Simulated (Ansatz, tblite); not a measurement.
Cost and result up the ladder for Cu3Se⁺ (4 atoms). The state is a singlet with charge 1. Geometry: r2SCAN-D4/def2-SVP.

```xyz
4

Cu    1.341   -0.669   -0.094
Cu    0.115    1.495   -0.096
Cu   -0.752   -0.429    1.227
Se   -0.703   -0.396   -1.037
```

Ansatz on 4 threads of Arm Neoverse V2 on a shared host; xTB runs through tblite on one thread. Times are rough, summed over both states, and most runs start from the orbitals of an earlier one. ωB97M-V/def2-TZVP serves as the yardstick here, not as an exact answer. Differences are given only for rows in sets of like size (and for xTB, whose basis is part of the method), since another set adds its own error. The other state is a quintet at its own geometry, which has other bonds, so the gap mixes isomer and spin.

The 6-31G sets use Cartesian d functions. The xTB rows come from tblite. B3LYP takes the VWN-RPA correlation. At PBE0-D4/def2-TZVP a singlet of charge 1 lies 4.52 eV below the quintet, each at its own geometry. The structure comes from a short search, and lower isomers may exist.

xTB has no spin-polarisation term.

```
                          level  functions  wall time  quintet − singlet (eV)  difference from ωB97M-V/def2-TZVP (eV)
                       GFN1-xTB         36    0.008 s                    3.53                                   -1.55
                       GFN2-xTB         36    0.013 s                    5.01                                   -0.07
               PBE-D4/def2-TZVP        183      8.5 s                    3.97                                   -1.11
                 B3LYP-D4/6-31G        116       12 s                    2.76                                       –
             B3LYP-D4/def2-TZVP        183       15 s                    4.28                                   -0.80
              PBE0-D4/def2-TZVP        183       19 s                    4.52                                   -0.56
            r2SCAN-D4/def2-TZVP        183       21 s                    3.90                                   -1.18
ωB97M-V/def2-TZVP (with forces)        183       67 s                    5.08                                    0.00
```
